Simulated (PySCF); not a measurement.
These 3 structures share the formula C8H13 (doublet state). Computed, not measured: PySCF, PBE0-D3(BJ)/def2-SVP geometry optimisation, gas phase. Energies are electronic, without zero-point or thermal terms, for one conformer each. No frequencies were run at this level. Point groups hold within 0.08 Å. The open-shell SCF solutions weren't tested for stability.

**Question.** Rank from lowest to highest electronic energy at this level (kcal/mol).
A. `[CH3:1][CH2:2][C:3]1[CH2:4][CH:5]=[CH:6][CH2:7][CH2:8]1` (doublet state) with C1–C2–C3–C4 42°, C2–C3–C4–C5 -178°, C3–C4–C5–C6 1°, C5–C6–C7–C8 -21°, C6–C7–C8–C3 44°
B. `[CH3:1][CH2:2][C:3]1=[CH:4][CH2:5][CH:6][CH2:7][CH2:8]1` (doublet state) with C1–C2–C3–C4 117°, C3–C4–C5–C6 -3°, C4–C5–C6–C7 -21°, C5–C6–C7–C8 46°, C6–C7–C8–C3 -45°
C. `C1[C@H]2[CH][C@@H]([C@H](C2)C1)C` [radical]

**Answer.** C (0.0), A (7.6), B (8.3).

Neighbours under 5.0 kcal/mol apart (CC[C]1CC=CCC1 and CCC1=CC[CH]CC1) can change places with a better method, another conformer or zero-point energy.

```csv
SMILES,E (Eh),E rel (kcal/mol),dipole (D),point group,"A, B, C (MHz)",⟨S²⟩
C[C@H]1[CH][C@@H]2CC[C@H]1C2,-312.04283,0.0,0.24,C1,"3688, 1917, 1755",0.755
CC[C]1CC=CCC1,-312.03069,7.6,0.37,C1,"3936, 1386, 1106",0.755
CCC1=CC[CH]CC1,-312.02963,8.3,0.18,C1,"3958, 1377, 1125",0.755
```

**Question.** How do the relative energies change in single points at B3LYP/IGLO-III on C, pcH-1 on H (no added dispersion term) on the same geometries?

**Answer.** 
| SMILES | PBE0-D3(BJ)/def2-SVP (kcal/mol) | B3LYP/IGLO-III on C, pcH-1 on H (kcal/mol) | shift |
| --- | --- | --- | --- |
| C[C@H]1[CH][C@@H]2CC[C@H]1C2 | 0.0 | 2.0 | +2.0 |
| CC[C]1CC=CCC1 | 7.6 | 0.0 | -7.6 |
| CCC1=CC[CH]CC1 | 8.3 | 0.5 | -7.8 |

Each column counts from its own lowest isomer. CC[C]1CC=CCC1 becomes the lowest; the largest shift is 7.8 kcal/mol.
